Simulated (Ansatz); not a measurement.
System: BH₃S₃, charge 0, singlet. BH3S3 (SMILES SB(S)S).
B3LYP-D3(BJ)/def2-TZVP minimum from Ansatz (a first-principles code):
```
B
S 1 1.8077
H 2 1.3430 1 98.84
S 1 1.8101 2 126.14 3 0.00
H 4 1.3419 1 97.97 2 0.00
S 1 1.8131 2 118.78 3 -180.00
H 6 1.3437 1 97.32 2 0.00
```
Charge 0, spin multiplicity 1.

Total energies in cc-pV(D+d)Z, 24 correlated electrons, 16 frozen orbitals. Radicals and triplets start from unrestricted determinants; spin-orbit coupling is neglected. Correlated methods leave the cores frozen. No relativity.

| method | program | energy (Eh) | minus CCSDT(Q) (mEh) |
|---|---|---|---|
| HF | Ansatz | -1219.13114 | 566.25 |
| MP2 | Ansatz | -1219.62248 | 74.91 |
| CCSD | Ansatz | -1219.67582 | 21.57 |
| CCSD(T) | Ansatz | -1219.69467 | 2.72 |
| CCSDT(Q) | Ansatz | -1219.69739 | 0.00 |

Rough core times of Ansatz's runs on a shared machine: CCSD(T) under 20 s, CCSDT(Q) 9 min.
